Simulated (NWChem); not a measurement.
System meant: CH3BClIO; SMILES ClB(I)OC

The following NWChem deck was run.

```
start job
memory heap 200 mb stack 900 mb global 1100 mb
geometry units angstroms noautoz
  B     -0.020261     0.998682     0.000071
  Cl     1.443669     1.965013    -0.000314
  I      0.155232    -1.152669     0.000332
  O     -1.189061     1.626093     0.000177
  C     -2.494280     1.099689     0.000575
  H     -3.020004     1.466201     0.893916
  H     -3.019935     1.464532    -0.893495
  H     -2.491190    -0.000957     0.001571
end
basis spherical
  * library def2-svp
end
dft
  xc b3lyp
  iterations 150
  mulliken
end
task dft energy
```

End of the output:

```
             Grid Information
             ----------------
          Grid used for XC integration:  medium
          Radial quadrature: Mura-Knowles
          Angular quadrature: Lebedev.
          Tag              B.-S. Rad. Rad. Pts. Rad. Cut. Ang. Pts.
          ---              ---------- --------- --------- ---------
          B                   0.85       49          10.0       434
          Cl                  1.00       88          12.0       590
          I                   1.40      123          11.0       590
          O                   0.60       49           9.0       434
          C                   0.70       49          10.0       434
          H                   0.35       45          11.0       434
          Grid pruning is: on
          Number of quadrature shells:   448
          Spatial weights used:  Erf1

          Convergence Information
          -----------------------
          Convergence aids based upon iterative change in
          total energy or number of iterations.
          Levelshifting, if invoked, occurs when the
          HOMO/LUMO gap drops below (HL_TOL):  1.00D-02
          DIIS, if invoked, will attempt to extrapolate
          using up to (NFOCK): 10 stored Fock matrices.

                    Damping( 0%)  Levelshifting(0.5)       DIIS
                  --------------- ------------------- ---------------
          dE  on:    start            ASAP                start
          dE off:    2 iters        150 iters           150 iters

      Screening Tolerance Information
      -------------------------------
          Density screening/tol_rho:  1.00D-10
          AO Gaussian exp screening on grid/accAOfunc:  14
          CD Gaussian exp screening on grid/accCDfunc:  20
          XC Gaussian exp screening on grid/accXCfunc:  20
          Schwarz screening/accCoul:  1.00D-08

      Superposition of Atomic Density Guess
      -------------------------------------

      charge =      53.0 I (Iodine)

      symmetry species            s     p     d     f
      number of basis functions =10     7     6
      number of cont. functions = 4     4     2
      number of closed shells   = 5     3     2
      number of open shells     = 0     1     0
      open shell occupation     = 0     5     0
 ------------------------------------------------------------------------
 atomscf:atomd: error in atom scf                   0
 ------------------------------------------------------------------------
 ------------------------------------------------------------------------
  current input line :
    21: task dft energy
 ------------------------------------------------------------------------
 ------------------------------------------------------------------------
 This error has not yet been assigned to a category
 ------------------------------------------------------------------------
 For more information see the NWChem manual at https://nwchemgit.github.io

0:atomscf:atomd: error in atom scf:Received an Error in Communication
```

What is wrong, and how is it mended?

The run crashed. Cause: the def2 basis of a heavy element holds valence functions alone and wants its effective core potential (without it all electrons must fit into that basis). This input runs:
```
start job
memory heap 200 mb stack 900 mb global 1100 mb
geometry units angstroms noautoz
  B     -0.020261     0.998682     0.000071
  Cl     1.443669     1.965013    -0.000314
  I      0.155232    -1.152669     0.000332
  O     -1.189061     1.626093     0.000177
  C     -2.494280     1.099689     0.000575
  H     -3.020004     1.466201     0.893916
  H     -3.019935     1.464532    -0.893495
  H     -2.491190    -0.000957     0.001571
end
basis spherical
  B library def2-svp
  Cl library def2-svp
  I library def2-svp
  O library def2-svp
  C library def2-svp
  H library def2-svp
end
ecp
  I library def2-ecp
end
dft
  xc b3lyp
  iterations 150
  mulliken
end
task dft energy
```
It converges to -897.86012 Ha (B3LYP/def2-SVP with def2 effective core potentials on I).
